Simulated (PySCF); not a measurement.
## Telling isomers of C₄H₉NOSi₂ apart by NMR

[PySCF: shieldings: GIAO PBE0/pcSseg-1; geometry from GFN2-xTB; averaged over atoms made equivalent by symmetry, fast rotation or ring inversion; single conformer; no solvent; non-relativistic Hamiltonian]

Referencing at the same level of theory: ¹H and ¹³C against TMS. Where no couplings were computed, multiplicities follow the n + 1 count of equivalent neighbours, and m marks all less simple cases (inequivalent or close neighbours, rings, F or P nearby). Shifts are as computed. Against solution values, carbons near 30 ppm lie about +3 ppm off and those near 130 ppm about +5 ppm. Of 1211 compounds with measured shifts, 218 miss one by over three times the rms of a fit or turn the order of signals round; such compounds aren't used in these exercises. OH and NH positions are gas-phase values without hydrogen bonding to other molecules.

(1) Tabulate the signals of `N#C[Si@H]1CC[SiH2]OC1`, `[SiH3][SiH2]Cc1ncco1`, `[H]/N=C\[C@@]1([SiH3])C=CO[SiH2]1`, `[SiH3]Nc1coc([SiH3])c1`, `C=C[SiH2][C@@H](C#N)O[SiH3]` and their relative energies.

(2) What is the quickest way to tell [SiH3][SiH2]Cc1ncco1 from [SiH3]Nc1coc([SiH3])c1?

(3) What is the quickest way to tell N#C[Si@H]1CC[SiH2]OC1 from [SiH3][SiH2]Cc1ncco1?

(4) What is the quickest way to tell [H]/N=C\[C@@]1([SiH3])C=CO[SiH2]1 from C=C[SiH2][C@@H](C#N)O[SiH3]?

Results:

(1) 
```tsv
SMILES	carbon types	δC	δH	E rel. (kcal/mol)
N#C[Si@H]1CC[SiH2]OC1	1×C 3×CH2	124.3, 56.0, 8.7, 8.2	5.08 (m, 1H), 4.76 (m, 1H), 4.50 (m, 1H), 4.43 (m, 1H), 4.23 (m, 1H), 1.80 (m, 1H), 1.46 (m, 1H), 0.96 (m, 1H), 0.85 (m, 1H)	0.0
[SiH3][SiH2]Cc1ncco1	1×C 2×CH 1×CH2	172.3, 142.5, 134.1, 11.9	7.49 (m, 1H), 7.27 (m, 1H), 4.16 (m, 2H), 3.87 (t, 3H), 2.38 (t, 2H)	27.4
[H]/N=C\[C@@]1([SiH3])C=CO[SiH2]1	1×C 3×CH	180.0, 154.8, 111.8, 42.1	9.80 (br s, 1H), 8.15 (s, 1H), 6.53 (d, 1H), 5.49 (d, 1H), 5.41 (m, 1H), 5.37 (m, 1H), 3.97 (s, 3H)	30.0
[SiH3]Nc1coc([SiH3])c1	2×C 2×CH	153.2, 141.7, 137.0, 119.9	7.52 (m, 1H), 6.78 (m, 1H), 4.85 (s, 3H), 4.43 (s, 3H), 2.52 (br s, 1H)	29.7
C=C[SiH2][C@@H](C#N)O[SiH3]	1×C 2×CH 1×CH2	146.7, 135.9, 123.5, 51.0	6.64 (m, 1H), 6.60 (m, 1H), 6.26 (m, 1H), 4.98 (s, 3H), 4.70 (m, 1H), 4.49 (m, 1H), 4.23 (m, 1H)	44.1
```

Energies are electronic energies at PBE0/pcSseg-1 on these geometries, without zero-point or thermal terms, each for the one conformer computed, which needn't be the lowest.

(2) Both give the same number of carbon signals, but DEPT or the intensities differ. The first has an sp3 CH2 bonded to Si, on an aromatic ring at 11.9 ppm, the second an aromatic carbon bearing nitrogen (C) at 141.7 ppm. Their most deshielded carbons lie at 172.3 and 153.2 ppm.

(3) Both give the same number of carbon signals, but DEPT or the intensities differ. The first has a nitrile carbon (C) at 124.3 ppm, the second an aromatic CH next to the ring oxygen at 142.5 ppm. Their most deshielded carbons lie at 124.3 and 172.3 ppm. In the proton spectra the most deshielded non-exchanging signals are 5.08 (m, 1H) and 7.49 (m, 1H).

(4) Both give the same number of carbon signals, but DEPT or the intensities differ. The first has an allylic fully substituted sp3 carbon bonded to 2 Si (C) at 42.1 ppm, the second a terminal =CH2 carbon at 146.7 ppm. Their most deshielded carbons lie at 180.0 and 146.7 ppm. In the proton spectra the most deshielded non-exchanging signals are 8.15 (s, 1H) and 6.64 (m, 1H).
